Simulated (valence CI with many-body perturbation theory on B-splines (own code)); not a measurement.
## Questions on Pb⁵¹⁺

Level of theory: valence CI with perturbative core correlation (CI+MBPT): three valence electrons over a frozen Dirac-Fock core [Ar] 3d10, a basis of 11 s, 11 p, 9 d, 7 f, 5 g, 2 h, 1 i functions for each j, with the one-electron correlation potential Σ1, the two-electron term Σ2, the three-electron term Σ3, Breit, model QED; selected CI, second order for the rest (own B-spline code, finite nucleus).

The last digits are not significant, and no measured levels were compared; by estimate large intervals hold to a few tenths of a per cent, small ones and those within an open d or f shell to about a per cent.

Levels are named by their leading jj configuration (3d3/2^4 stands for four electrons in 3d with j = 3/2), which in mixed levels can hold well under half, so a name can repeat and another be missing.

Rates and lifetimes use the calculated energies. Strong lines usually hold to 10 to 20 %, long lifetimes can be off by a factor of two.

**Question.** What is the ground level?

**Answer.** (4s^2 4p1/2) J=1/2, composition 100 % 4s²4p ²P°, g = 0.657.

**Question.** Name the longest-lived excited levels whose lifetime is computed, and their main decay.

**Answer.** (4s 4p3/2 4d5/2) J=9/2 at 656.35 eV lives 44.9 ns, mostly by M1 to (4s 4p1/2 4d5/2) J=7/2; (4s^2 4p3/2) J=3/2 at 169.97 eV lives 26.1 ns, mostly by M1 to (4s^2 4p1/2) J=1/2.

**Question.** Among levels below 822.43 eV, which E1 lines absorb most strongly from the ground level?

**Answer.** to (4s^2 4d3/2) J=3/2 at 3.442 nm, f = 0.870; to (4s 4p1/2 4p3/2) J=3/2 at 4.191 nm, f = 0.445; to (4s 4p1/2 4p3/2) J=1/2 at 4.158 nm, f = 0.399.

**Question.** How well does LS coupling describe the low levels?

**Answer.** Among the lowest 20 levels the leading LS term, summed over configurations, holds 66 % on average. For single configurations the figures are 65 % in LS and 97 % in jj coupling. Terms mix most in the J = 3/2 level at 479.23 eV, where the leading one holds 35 %.

**Question.** What is the ionisation energy?

**Answer.** 3038 eV; NIST lists 3036 ± 4 eV (theoretical).

**Question.** What are the static dipole polarisabilities of the lowest levels?

**Answer.** (4s^2 4p1/2) J=1/2 0.0177 bohr³, of which the core gives 0.00124.

**Question.** Where does the other parity begin?

**Answer.** At (4s 4p1/2^2) J=1/2, 118.12 eV.
